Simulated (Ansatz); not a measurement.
8 gas-phase steps of d-block species, written in SMILES but for small gases and atoms, in each of which an atom or small radical leaves or joins (small partners taken up: none; given off: halogen). Reaction energies in kcal/mol, right side less left side, on B3LYP-D3(BJ)/def2-TZVP stationary points reached from drawn starts (curvature not checked).

| row | step | r2SCAN/def2-TZVPP | wB97M-V/def2-TZVPP |
|---|---|---|---|
| 1 | [Cl][W]([Cl])([Cl])([Cl])([Cl])[Cl] → [Cl][W]([Cl])([Cl])([Cl])[Cl] (multiplicity 2) + Cl atom (multiplicity 2) | 60.5 | ? |
| 2 | [O]=[Nb]([Cl])([Cl])[Cl] → [O]=[Nb]([Cl])[Cl] (multiplicity 2) + Cl atom (multiplicity 2) | 109.3 | 104.5 |
| 3 | [Cl][Hf]([Cl])([Cl])[Cl] → [Cl][Hf]([Cl])[Cl] (multiplicity 2) + Cl atom (multiplicity 2) | 120.2 | 120.8 |
| 4 | [O]=[W]([F])([F])([F])[F] → [O]=[W]([F])([F])[F] (multiplicity 2) + F atom (multiplicity 2) | 134.7 | 129.2 |
| 5 | [O]=[Hf]([F])[F] → [O]=[Hf][F] (multiplicity 2) + F atom (multiplicity 2) | 145.7 | 147.4 |
| 6 | [O]=[Nb]([F])([F])[F] → [O]=[Nb]([F])[F] (multiplicity 2) + F atom (multiplicity 2) | 148.6 | 145.5 |
| 7 | [F][Zr]([F])([F])[F] → [F][Zr]([F])[F] (multiplicity 2) + F atom (multiplicity 2) | 157.1 | 157.0 |
| 8 | [F][Hf]([F])([F])[F] → [F][Hf]([F])[F] (multiplicity 2) + F atom (multiplicity 2) | 158.2 | 159.7 |

No zero-point or thermal terms; singlets are restricted closed shells; open shells are unrestricted; no spin–orbit coupling. The spin states of the d-block species are the ones drawn and need not be the lowest.

The values were computed with Ansatz (a first-principles code). Each number belongs to the level named beside it. Elements past Kr take the def2 small-core potentials, without spin–orbit coupling.

The rows were drawn at random from the listed steps of this kind that kept their bonds on relaxing, hold no state known to be excited and show no strong spin contamination (nor T1 past 0.05 where coupled cluster ran); restricted singlets weren't searched for lower solutions, and sets that span under 5 kcal/mol aren't shown. They stand in the order of the third column.

Problem. Fit a straight line y = a + b·x through the complete rows, with x the r2SCAN/def2-TZVPP and y the wB97M-V/def2-TZVPP value, and use it for row 1. How does it compare with the computed value?

Solution. Means over the 7 complete rows: x 139.11, y 137.73. Σ(x − x̄)(y − ȳ) = 2251.89 and Σ(x − x̄)² = 2087.23, so b = 1.079 and a = 137.73 − 1.079 × (139.11) = -12.37 kcal/mol. The residuals have rms 2.45 and median size 2.47 kcal/mol; without the fit y − x has mean -1.39 and median -0.10 kcal/mol. For row 1 the line gives -12.37 + 1.079 × (60.5) = 52.9 kcal/mol, an extrapolation past the fitted range. The computed wB97M-V/def2-TZVPP value is 47.5 kcal/mol, 5.4 kcal/mol below the line. Taking y = x would miss by 13.0 kcal/mol, so here the line does better. wB97M-V/def2-TZVPP is a functional with errors of its own, not an exact or measured value.
